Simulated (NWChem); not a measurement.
The numbers come from NWChem runs, not from measurements. System: H5PSi, charge 0, spin multiplicity 1, displaced from the optimised geometry. Level: MP2/cc-pVDZ, 10 core orbitals frozen, spin-restricted.

Output (cleaned and shortened):

```
             Northwest Computational Chemistry Package (NWChem) 7.3.0
             --------------------------------------------------------

                                NWChem Input Module
                                -------------------

 Scaling coordinates for geometry "geometry" by  1.889725989
 (inverse scale =  0.529177249)

                             Geometry "geometry" -> ""
                             -------------------------

 Output coordinates in angstroms (scale by  1.889725989 to convert to a.u.)

  No.       Tag          Charge          X              Y              Z
 ---- ---------------- ---------- -------------- -------------- --------------
    1 Si                  14.0000    -1.07503000     0.09551800     0.22413800
    2 P                   15.0000     1.12904300    -0.07721200    -0.34904000
    3 H                    1.0000    -1.85163500    -0.88689800    -0.60959000
    4 H                    1.0000    -1.53612900     1.48689000    -0.11478600
    5 H                    1.0000    -1.35934100    -0.17003900     1.67892000
    6 H                    1.0000     1.42485000    -2.25025400     0.89992300
    7 H                    1.0000     1.56379500     0.70992300     0.77847800

 Effective nuclear repulsion energy (a.u.)      86.1455443689

            Nuclear Dipole moment (a.u.)
            ----------------------------
        X                 Y               Z
 ---------------- ---------------- ----------------
     0.2395511149    -1.7599131515     1.0115268580


 Summary of "ao basis" -> "" (spherical)
 ------------------------------------------------------------------------------
       Tag                 Description            Shells   Functions and Types
 ---------------- ------------------------------  ------  ---------------------
 *                          cc-pvdz                   on all atoms

 Summary of "ao basis" -> "ao basis" (spherical)
 ------------------------------------------------------------------------------
       Tag                 Description            Shells   Functions and Types
 ---------------- ------------------------------  ------  ---------------------
 Si                         cc-pvdz                  8       18   4s3p1d
 P                          cc-pvdz                  8       18   4s3p1d
 H                          cc-pvdz                  3        5   2s1p

                                 NWChem SCF Module
                                 -----------------

  ao basis        = "ao basis"
  functions       =    61
  atoms           =     7
  closed shells   =    17
  open shells     =     0
  charge          =   0.00
  wavefunction    = RHF
  use symmetry    = F
  symmetry adapt  = F

 Summary of "ao basis" -> "ao basis" (spherical)
 ------------------------------------------------------------------------------
       Tag                 Description            Shells   Functions and Types
 ---------------- ------------------------------  ------  ---------------------
 Si                         cc-pvdz                  8       18   4s3p1d
 P                          cc-pvdz                  8       18   4s3p1d
 H                          cc-pvdz                  3        5   2s1p

 Forming initial guess at       0.0s

      Superposition of Atomic Density Guess
      -------------------------------------

 Sum of atomic energies:        -631.98157710

      Non-variational initial energy
      ------------------------------

 Total energy =    -632.185458
 1-e energy   =   -1045.911069
 2-e energy   =     327.580067
 HOMO         =      -0.266901
 LUMO         =      -0.105001

 Starting SCF solution at       1.7s

 ----------------------------------------------
         Quadratically convergent ROHF

 Convergence threshold     :          1.000E-07
 Maximum no. of iterations :          100
 Final Fock-matrix accuracy:          1.000E-09
 ----------------------------------------------

              iter       energy          gnorm     gmax       time
             ----- ------------------- --------- --------- --------
                 1     -632.4072272080  4.11D-01  9.97D-02      1.7
                 2     -632.4373377876  2.53D-02  6.63D-03      1.7
[...]
    28      0.151715  2 P  pz

 Vector   16  Occ=2.000000D+00  E=-4.025339D-01
              MO Center=  7.2D-01, -9.0D-02, -2.3D-01, r^2= 3.0D+00
   Bfn.  Coefficient  Atom+Function         Bfn.  Coefficient  Atom+Function
  ----- ------------  ---------------      ----- ------------  ---------------
    26      0.321311  2 P  px                29      0.280411  2 P  px
    22      0.259691  2 P  s                  8     -0.245052  1 Si px
    28     -0.228783  2 P  pz                31     -0.221550  2 P  pz

 Vector   17  Occ=2.000000D+00  E=-3.433516D-01
              MO Center=  1.2D+00, -1.2D+00,  3.5D-01, r^2= 3.2D+00
   Bfn.  Coefficient  Atom+Function         Bfn.  Coefficient  Atom+Function
  ----- ------------  ---------------      ----- ------------  ---------------
    53      0.403129  6 H  s                 52      0.313566  6 H  s
    30     -0.252475  2 P  py                31      0.251242  2 P  pz
    27     -0.193893  2 P  py                28      0.193166  2 P  pz

 Vector   18  Occ=0.000000D+00  E=-8.972718D-03
              MO Center=  1.1D+00, -9.0D-01,  1.8D-01, r^2= 3.9D+00
   Bfn.  Coefficient  Atom+Function         Bfn.  Coefficient  Atom+Function
  ----- ------------  ---------------      ----- ------------  ---------------
    53      0.587686  6 H  s                 30      0.515872  2 P  py
    27      0.298772  2 P  py                52      0.269585  6 H  s
    31     -0.265463  2 P  pz                22     -0.158758  2 P  s
    28     -0.150505  2 P  pz

 Vector   19  Occ=0.000000D+00  E= 1.335744D-01
              MO Center= -5.9D-01,  1.3D-01,  2.6D-01, r^2= 5.4D+00
   Bfn.  Coefficient  Atom+Function         Bfn.  Coefficient  Atom+Function
  ----- ------------  ---------------      ----- ------------  ---------------
    11      1.305166  1 Si px                22     -0.970297  2 P  s
    29      0.895873  2 P  px                 4      0.744480  1 Si s
    31     -0.307562  2 P  pz                38      0.294294  3 H  s
    48     -0.251830  5 H  s                 26      0.194323  2 P  px
     8      0.189584  1 Si px

 Vector   20  Occ=0.000000D+00  E= 1.427475D-01
              MO Center=  5.9D-01,  2.2D-01,  1.5D-01, r^2= 5.0D+00
   Bfn.  Coefficient  Atom+Function         Bfn.  Coefficient  Atom+Function
  ----- ------------  ---------------      ----- ------------  ---------------
    58      1.336888  7 H  s                 22     -0.996225  2 P  s
    48      0.831975  5 H  s                 31     -0.645809  2 P  pz
    13     -0.617143  1 Si pz                30     -0.589960  2 P  py
     4     -0.508443  1 Si s                 11      0.329510  1 Si px
    29     -0.300067  2 P  px                 3     -0.188576  1 Si s

 center of mass
 --------------
 x =   0.09221110 y =  -0.02475676 z =  -0.05572154

 moments of inertia (a.u.)
 ------------------
          67.382768718394          28.777327540752          61.854049097873
          28.777327540752         334.427103678283          -0.036503991057
          61.854049097873          -0.036503991057         331.967363631199

  Mulliken analysis of the total density
  --------------------------------------

    Atom       Charge   Shell Charges
 -----------   ------   -------------------------------------------------------
    1 Si  14    13.60   2.00  2.01  0.74  0.41  6.00  1.45  0.74  0.24
    2 P   15    15.01   2.00  2.01  0.92  0.87  6.00  1.55  1.57  0.09
    3 H    1     1.09   0.72  0.36  0.01
    4 H    1     1.10   0.72  0.37  0.01
    5 H    1     1.08   0.72  0.35  0.01
    6 H    1     1.14   0.45  0.69  0.00
    7 H    1     0.98   0.70  0.25  0.02

       Multipole analysis of the density wrt the origin
       ------------------------------------------------

     L   x y z        total         open         nuclear
     -   - - -        -----         ----         -------
     0   0 0 0     -0.000000      0.000000     34.000000

     1   1 0 0     -0.308758      0.000000      0.239551
     1   0 1 0      0.653470      0.000000     -1.759913
     1   0 0 1      0.007946      0.000000      1.011527

     2   2 0 0    -24.522872      0.000000    169.312834
     2   1 1 0      1.916645      0.000000    -18.755315
     2   1 0 1      0.320868      0.000000    -27.719008
     2   0 2 0    -24.715516      0.000000     31.465126
     2   0 1 1      0.555707      0.000000     -2.442350
     2   0 0 2    -24.064847      0.000000     25.533828

                   NWChem MP2 Semi-direct Energy/Gradient Module
                   ---------------------------------------------

  Basis functions       =     61
  Molecular orbitals    =     61
  Frozen core           =     10
  Frozen virtuals       =      0
  Active alpha occupied =      7
  Active beta occupied  =      7
  Active alpha virtual  =     44
  Active beta virtual   =     44
  Use MO symmetry       = F
  Use skeleton AO sym   = F

  AO/Fock/Back tols     =   1.0D-09  1.0D-09  1.0D-09

 GA uses MA = F    GA memory limited = T

 Available:
  local mem=  1.26D+08
 global mem=  1.44D+08
 local disk=  0.00D+00
  mp2_memr nvloc                    44
  nvloc new                    44
   1 passes of   7:        3145728                      15444                   1970983.
   1 passes of   7: M    126153205           G      144171758           F     123007477.

 Semi-direct pass number   1 of   1  for RHF alpha+beta  at        2.0s
  vrange nnbf                  1876
  mp2_eaftype                    10  avail_ma_in_mb                  1099
 EAF : mp2_eaftype filesize          10     985492.
  mp2_eaf for mointskh                     10
Node 0 wrote      4.6 Mb in      0.0 s     Agg I/O rate:   569.0 Mb/s
 Done moints_semi at        5.6s
  mp2_eaftype                    10  avail_ma_in_mb                  1089
 EAF : mp2_eaftype filesize          10     985492.
  mp2_eaf for kh                    10
 Done maket at        5.7s
 Done multipass loop at        5.7s

          -------------------------------------------
          SCF energy                -632.437463812851
          Correlation energy          -0.246632650845
          Singlet pairs               -0.188512956752
          Triplet pairs               -0.058119694093
          Total MP2 energy          -632.684096463696
          -------------------------------------------

          ---------------------------------------------------
                    Spin Component Scaled (SCS) MP2
          Same spin pairs                     -0.038746462728
          Same spin scaling factor             0.333333333333
          Opposite spin pairs                 -0.207886188116
          Opposite spin scaling fact.          1.200000000000
          SCS-MP2 correlation energy          -0.262378913316
          Total SCS-MP2 energy              -632.699842726167
          ---------------------------------------------------

 -----------------------
 Performance information
 -----------------------

 Timer overhead =  1.17D-07 seconds/call

               Nr. of calls         CPU time (s)                 Wall time (s)                GFlops
             ---------------    -------------------     ------------------------------   -------------------
Name         Min   Avg   Max    Min     Avg     Max     Min     Avg     Max   Mx/calls   Min     Max     Sum
mp2: moin     1     1     1    3.6     3.6     3.6      3.6     3.6     3.6     3.6      0.0     0.0     0.0
mp2: make     1     1     1   3.13E-2 3.13E-2 3.13E-2  3.13E-2 3.13E-2 3.13E-2 3.13E-2   0.0     0.0     0.0
mp2: tota     1     1     1    3.6     3.6     3.6      3.6     3.6     3.6     3.6      0.0     0.0     0.0

 The average no. of pstat calls per process was 3.00D+00
 with a timing overhead of 3.52D-07s

 Task  times  cpu:        5.7s     wall:        5.7s

 Total times  cpu:        5.7s     wall:        5.7s
```

Task: Write an NWChem input that would produce this output.

Result: This is not unique; one that fits is 
```
start mol
memory heap 200 mb stack 900 mb global 1100 mb
geometry units angstroms nocenter noautoz noautosym
  Si    -1.075030     0.095518     0.224138
  P      1.129043    -0.077212    -0.349040
  H     -1.851635    -0.886898    -0.609590
  H     -1.536129     1.486890    -0.114786
  H     -1.359341    -0.170039     1.678920
  H      1.424850    -2.250254     0.899923
  H      1.563795     0.709923     0.778478
end
basis spherical
  * library cc-pvdz
end
scf
  rhf
  nopen 0
  maxiter 100
  thresh 1e-7
  semidirect memsize 60000000 filesize 0
end
mp2
  freeze core 10
end
task mp2 energy
```
